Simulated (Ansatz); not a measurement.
Reaction (substitution at a C–Sb bond): `[CH3][Sb]([CH3])[CH3]` + `CNB[SiH3]` → `CN(C)B[SiH3]` + `[CH3][SbH][CH3]`

Gas-phase electronic energies from Ansatz, PBE0-D4/def2-TZVP geometries. CCSD(T)/CBS is the MP2 limit (def2-TZVPP, def2-QZVPP) plus CCSD(T) − MP2 in def2-TZVPP, frozen cores. DFT in def2-TZVPP. B3LYP here is the variant with VWN-RPA as its local correlation; programs differ in this. def2 core potentials past Kr. For Sb outer-core shells are correlated without core-valence functions, which leaves a few kJ/mol of doubt a bond. One conformer a species, not always the lowest.

| level | ΔE (kJ/mol) | difference from CCSD(T)/CBS |
| --- | --- | --- |
| PBE-D4 | 46.6 | -7.2 |
| r2SCAN-D4 | 49.2 | -4.6 |
| PBE0-D4 | 46.6 | -7.2 |
| B3LYP-D4 | 47.3 | -6.5 |
| ωB97X-V | 46.2 | -7.6 |
| ωB97M-V | 49.1 | -4.7 |
| B2PLYP | 50.3 | -3.5 |
| PBE | 47.6 | -6.2 |
| r2SCAN | 49.5 | -4.3 |
| PBE0 | 47.4 | -6.4 |
| B3LYP | 48.8 | -5.0 |
| HF/def2-TZVPP | 47.3 | -6.5 |
| MP2/def2-TZVPP | 54.1 | 0.3 |
| SCS-MP2/def2-TZVPP | 51.1 | -2.7 |
| CCSD/def2-TZVPP | 48.2 | -5.6 |
| CCSD(T)/def2-TZVPP | 48.1 | -5.7 |
| HF/def2-QZVPP | 47.7 | -6.1 |
| MP2/def2-QZVPP | 57.6 | 3.8 |
| SCS-MP2/def2-QZVPP | 54.3 | 0.5 |
| HF/CBS(def2) | 47.8 | -6.0 |
| MP2/CBS(def2) | 59.8 | 6.0 |
| CCSD/CBS(def2) | 53.8 | 0.0 |
| CCSD(T)/CBS | 53.8 | 0 |

Largest T1 diagnostic among the species: 0.014.

CCSD(T)/CBS has its own doubt, a few kJ/mol and more with outer-core shells, so smaller differences from it don't rank the levels.
